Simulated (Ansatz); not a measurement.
Geometry optimisation, Ansatz 0.2.0, UKS LDA/def2-SVP.

Input:

```yaml
crystal:
  periodic: [false, false, false]
  atoms:
    - { symbol: B, position_ang: [0.254548, -0.348372, -0.543535] }
    - { symbol: F, position_ang: [-0.405284, -0.483576, 1.886308] }
    - { symbol: F, position_ang: [1.187093, 0.272899, -1.240558] }
    - { symbol: O, position_ang: [-1.031031, -0.005711, -0.661] }
    - { symbol: H, position_ang: [-1.58781, -0.458221, 0.014768] }
    - { symbol: O, position_ang: [-0.688005, -0.038855, 3.126027] }
    - { symbol: H, position_ang: [-0.05271, -0.585964, 3.66359] }
magnetization:
  spin_polarized: true
  initial_magnetization: 1
basis:
  gaussian: { orbitals: def2-SVP }
hamiltonian:
  xc: lda
relax:
  f_tol: 0.03
  max_steps: 50
```

Run as:

```bash
$ ansatz run input.yaml --threads 2 --pin off --max-ram 3072MiB --backend cpu --events-out ev --progress --plain --runs-dir out
```

Problem. Where does it end, and by what steps?

Solution. It converged. After 44 steps the energy has fallen by 5.599 eV; H5 moved furthest, 1.84 Å. Parted: F2–O6 (1.35 → 2.60 Å), O4–H5 (0.99 → 2.00 Å). Joined: B1–F2 (2.52 → 1.35 Å), H5–O6 (3.27 → 0.98 Å).

```
step  energy less start (eV)  largest force component (eV/Å)  accepted
   0                  0.0000                           3.242       yes
   2                 -0.2468                           1.471       yes
   4                 -1.1568                           4.012       yes
   6                 -3.7294                           3.338       yes
   8                 -4.6440                           0.950       yes
  10                 -4.9277                           1.040       yes
  12                 -5.1272                           0.954       yes
  14                 -5.2240                           0.316       yes
  16                 -5.2601                           1.547       yes
  18                 -5.3926                           0.616       yes
  20                 -5.4084                           0.937        no
  22                 -5.4896                           0.522       yes
  24                 -5.4472                           2.518        no
  26                 -5.5824                           0.200       yes
  28                 -5.5863                           0.154       yes
  30                 -5.5844                           0.314        no
  32                 -5.5902                           0.108       yes
  34                 -5.5910                           0.139       yes
  36                 -5.5605                           1.317        no
  38                 -5.5976                           0.205       yes
  40                 -5.5965                           0.115        no
  42                 -5.5990                           0.039       yes
  44                 -5.5993                           0.006       yes
```

```xyz
7
Properties=species:S:1:pos:R:3
B 0.310 -0.197 0.031
F 0.989 -0.099 1.197
F 1.011 -0.030 -1.074
O -0.997 -0.412 0.014
H -1.847 0.100 1.749
O -1.366 -0.660 2.145
H -0.423 -0.350 2.185
```

Whether the end is a true minimum wasn't checked by a vibrational analysis.

Time of the run: 49 s on 2 threads of Arm Neoverse V1, with other jobs on the host, peak memory 0.16 GiB.
